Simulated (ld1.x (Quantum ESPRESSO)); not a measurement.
Scattering properties, TM potential for platinum

platinum, norm-conserving Troullier–Martins (Kleinman–Bylander form), made with ld1.x (Quantum ESPRESSO) 7.5 (PBE, scalar-relativistic). Core [Kr] 4d10, reference 4f14 5s2 5p6 5d9 6s0 6p0 (charge +1). Waves: 5p (bound): rc 1.80 bohr; 5d (bound): rc 1.20 bohr; 4f (bound): rc 0.70 bohr; 5s (bound): rc 1.45 bohr. Local part: the s channel. Core correction: none.

The phase is arctan(r·u′/u) with u = r·R(r), unwrapped; energies in Ry, scanned from -10 to 5 Ry. A pole is an energy at which the radial function vanishes at the test radius. The pseudo phase is shifted by a multiple of π to meet the all-electron one at the reference energy, and phase errors are pseudo minus all-electron; the curves can meet again beyond the range given. Levels narrower than the energy grid can be missing from the lists of poles.

```csv
channel,radius (bohr),reference energy (Ry),"poles, all-electron","poles, pseudo",unbroken range about the reference energy with phases within 0.05 rad,phase error 1 Ry above the reference energy (rad)
s,1.94,-8.09,-7.92,"-7.92, 3.22",below -2.7,-0.002
p,1.94,-4.73,-4.26,-4.26,below 0.6,-0.002
d,1.94,-1.05,0.53,0.53,the whole range,-0.000
f,1.94,-5.75,-5.72,-5.72,the whole range,-0.001
```

A Bessel basis up to 400 Ry misses an occupied level by 0.86 Ry, so cutoffs and ghosts were not judged.

Phases in the s channel:

| E (Ry) | all-electron | pseudo |
| --- | --- | --- |
| -10.00 | 1.355 | 1.355 |
| -9.76 | 1.347 | 1.346 |
| -9.52 | 1.336 | 1.335 |
| -9.28 | 1.321 | 1.319 |
| -9.04 | 1.298 | 1.297 |
| -8.80 | 1.259 | 1.257 |
| -8.56 | 1.167 | 1.164 |
| -8.32 | 0.651 | 0.643 |
| -8.08 | -1.381 | -1.381 |
| -7.84 | -1.611 | -1.611 |
| -7.60 | -1.676 | -1.677 |
| -7.36 | -1.708 | -1.710 |
| -7.12 | -1.729 | -1.731 |
| -6.88 | -1.744 | -1.747 |
| -6.64 | -1.757 | -1.760 |
| -6.40 | -1.768 | -1.771 |
| -6.16 | -1.778 | -1.781 |
| -5.92 | -1.787 | -1.792 |
| -5.68 | -1.797 | -1.802 |
| -5.44 | -1.806 | -1.812 |
| -5.20 | -1.816 | -1.823 |
| -4.96 | -1.826 | -1.834 |
| -4.72 | -1.837 | -1.846 |
| -4.48 | -1.848 | -1.859 |
| -4.24 | -1.860 | -1.873 |
| -4.00 | -1.874 | -1.889 |
| -3.76 | -1.888 | -1.907 |
| -3.52 | -1.905 | -1.928 |
| -3.28 | -1.923 | -1.951 |
| -3.04 | -1.943 | -1.978 |
| -2.80 | -1.966 | -2.011 |
| -2.56 | -1.993 | -2.050 |
| -2.32 | -2.024 | -2.098 |
| -2.08 | -2.061 | -2.159 |
| -1.84 | -2.106 | -2.238 |
| -1.60 | -2.160 | -2.343 |
| -1.36 | -2.226 | -2.486 |
| -1.12 | -2.311 | -2.684 |
| -0.88 | -2.419 | -2.950 |
| -0.64 | -2.559 | -3.269 |
| -0.40 | -2.740 | -3.590 |
| -0.16 | -2.964 | -3.858 |
| 0.08 | -3.220 | -4.059 |
| 0.32 | -3.480 | -4.204 |
| 0.56 | -3.712 | -4.311 |
| 0.80 | -3.902 | -4.391 |
| 1.04 | -4.050 | -4.454 |
| 1.28 | -4.164 | -4.503 |
| 1.52 | -4.253 | -4.544 |
| 1.76 | -4.323 | -4.578 |
| 2.00 | -4.380 | -4.607 |
| 2.24 | -4.426 | -4.633 |
| 2.48 | -4.464 | -4.655 |
| 2.72 | -4.497 | -4.675 |
| 2.96 | -4.525 | -4.694 |
| 3.20 | -4.549 | -4.711 |
| 3.44 | -4.570 | -4.727 |
| 3.68 | -4.589 | -4.743 |
| 3.92 | -4.606 | -4.758 |
| 4.16 | -4.621 | -4.772 |
| 4.40 | -4.635 | -4.787 |
| 4.64 | -4.648 | -4.801 |
| 4.88 | -4.660 | -4.817 |
